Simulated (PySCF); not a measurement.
These are PBE-D3(BJ)/def2-TZVP // B3LYP-D3(BJ)/def2-TZVP in PySCF values and carry that method's errors. Isolated molecules, 0 K electronic values unless said otherwise. One relaxed conformer stands for a flexible species; it need not be the lowest. Delta-SCF ions had no search for a lower state. 

Reference species (SMILES): `[SiH3]B([SiH3])S` (Si–B–S–H torsion 1°) (neutral, multiplicity 1).

- LUMO = -3.07 eV
- vertical ionisation energy (Delta-SCF) = 9.35 eV

Changed species: `[SiH3]B([SiH3])[SiH3]` (0 of 3 SiH3 replaced by SH; the reference has 1 of 3 SiH3 replaced by SH).

Question: What does the change do to the LUMO and vertical ionisation energy (Delta-SCF)?

Answer: the LUMO falls by 0.98 eV, to -4.05 eV; the vertical ionisation energy (Delta-SCF) rises by 0.07 eV, to 9.42 eV.
